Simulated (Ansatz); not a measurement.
`CB(O)F` + `C=N` → `C=NB(O)F` + CH₄ at 600 K and 1 bar (ligand exchange at a B–C bond).

Calculated with Ansatz (gas phase, PBE0-D4/def2-TZVP geometries, no zero-point term in ΔE). CCSD(T)/CBS adds triple-zeta CCSD(T) − MP2 to the extrapolated MP2 energy (def2 sets, frozen cores). This one scheme is used for every species. One conformer a species, not always the lowest.

```csv
species,CCSD(T)/CBS energy (Eh),H − E (kJ/mol),S (J/(mol·K))
`CB(O)F`,-240.35473,198.2,359.9
`C=N`,-94.52360,129.6,259.4
`C=NB(O)F`,-294.43506,186.7,378.0
CH₄,-40.46206,140.4,215.7
```

H − E and S are ideal-gas, rigid-rotor, harmonic terms from PBE0-D4/def2-TZVP, for one conformer and one mirror image of each species. 1 Eh = 2625.50 kJ/mol, R = 8.31446 J/(mol·K).

**Question.** By hand: ΔE, ΔH, ΔS and ΔG.

**Answer.** ΔE = (-294.43506) + (-40.46206) − (-240.35473) − (-94.52360) = -0.01879 Eh = -49.3 kJ/mol. Δ(H − E) = 186.7 + 140.4 − 198.2 − 129.6 = -0.7, so ΔH = -50.0 kJ/mol. ΔS = 378.0 + 215.7 − 359.9 − 259.4 = -25.6 J/(mol·K). ΔG = -50.0 − 600 × (-25.6)/1000 = -34.6 kJ/mol.

**Question.** By hand: the equilibrium constant, and the temperature at which ΔG would vanish if ΔH and ΔS stayed fixed.

**Answer.** log₁₀ K = −ΔG/(RT ln 10) = 3.0. ΔG = 0 at ΔH/ΔS = 1953 K.

ΔH outweighs TΔS. A doubt of 5 kJ/mol in ΔE shifts log₁₀ K by 0.4 here. Other conformers and mirror images would add mixing entropy, several J/(mol·K) or more a flexible species. These are equilibria of isolated gas molecules and say nothing of rates. Largest T1 diagnostic: 0.013 (customary marks: 0.02 for closed shells, 0.045 for open ones).
